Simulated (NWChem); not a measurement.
# SiH₄S₂; SMILES S[SiH2]S

```xyz
7

Si     0.0000     0.0000    -0.7226
S      1.8249     0.0514     0.4265
S     -1.8249    -0.0514     0.4265
H      0.1022     1.2203    -1.5575
H     -0.1022    -1.2203    -1.5575
H      1.6283    -1.1113     1.0867
H     -1.6283     1.1113     1.0867
```
Atoms are numbered in this order, from 1.

Results from NWChem. Pople sets run with spherical d functions. Geometry: optimised at B3LYP/6-31G* (spherical d). Vzz is the largest principal value of the second derivative of the potential at the nucleus (NWChem prints the opposite sign); η is the asymmetry. Non-relativistic.

Problem. Order these runs by computing time, cheapest first, and give rough ratios: PBE0/cc-pVTZ; PBE0/6-31G*; CAM-B3LYP/cc-pVTZ.

Solution. PBE0/6-31G* (1), PBE0/cc-pVTZ (10), CAM-B3LYP/cc-pVTZ (50). Ratios are rough, from one shared machine; the cheapest took very roughly 8 core-seconds. What differs between the cheapest and the dearest: Vzz S3 (a.u.) -1.949 → -1.972; η S3 0.72 → 0.77.
